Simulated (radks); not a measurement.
Values are calculated unless marked as measured or tabulated.
Sc, configuration [Ar] 3d1 4s2. Level of theory: scalar-relativistic Kohn-Sham, PBEsol, spin-unpolarised, spherical densities, finite nucleus; Fermi nuclear charge, rms radius 3.5459 fm (a radial shooting solver on a logarithmic mesh with Libxc functionals). Some entries of the table are withheld. Estimate them.

orbital  occ.  eigenvalue (eV)  <1/r> (bohr^-1)
1s          2        -4391.583            20.75
2s          2        -473.6668              (1)
2p          6        -387.9537            4.197
3s          2         -54.8759            1.305
3p          6         -33.5484            1.173
4s          2          -4.1883           0.3490
3d          1          -3.2464              (2)

Answer. 
(1) 2s <1/r> (bohr^-1): 4.292
(2) 3d <1/r> (bohr^-1): 0.7603
